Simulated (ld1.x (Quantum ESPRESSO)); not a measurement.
Transferability test, ultrasoft potential for boron

B, ultrasoft, made with ld1.x (Quantum ESPRESSO) 7.5 (PBE, scalar-relativistic). Core [He], reference 2s2 2p1. Waves: 2s (bound): rcut 1.25, rcutus 1.60 bohr; 2s channel at 0.7 Ry: rcut 1.25, rcutus 1.60 bohr; 2p (bound): rcut 1.55, rcutus 2.00 bohr; 2p channel at 0.1 Ry: rcut 1.55, rcutus 2.00 bohr. Local part: all-electron potential smoothed inside 1.30 bohr (lloc = -1). Core correction: none. Augmentation charge: PSQ, radius 1.40 bohr.

Energies are relative to the spin-unpolarised reference configuration 2s2 2p1; without spin polarisation the order of configurations can differ from experiment. The frozen-core shift is the all-electron ΔE with the core orbitals held at their reference shape minus the fully relaxed ΔE.

Give the all-electron excitation energy and the error of the potential for: 2s2 2p0; 2s1 2p0; 2s2 2p0.5; 2s1 2p1; 2s2 2p1.3; 2s0 2p3; 2s1 2p2.

| valence configuration | charge | ΔE all-electron (eV) | error AE − PS (meV) | frozen-core shift (meV) |
| --- | --- | --- | --- | --- |
| 2s2 2p0 | +1 | 8.220 | +19 | +0.3 |
| 2s1 2p0 | +2 | 33.642 | +83 | +5.5 |
| 2s2 2p0.5 | +0.5 | 2.887 | +2.4 | 0.0 |
| 2s1 2p1 | +1 | 14.361 | -6.1 | +1.0 |
| 2s2 2p1.3 | -0.3 | -0.738 | +0.3 | 0.0 |
| 2s0 2p3 | 0 | 11.721 | +16 | +1.8 |
| 2s1 2p2 | 0 | 5.851 | +3.8 | +0.5 |
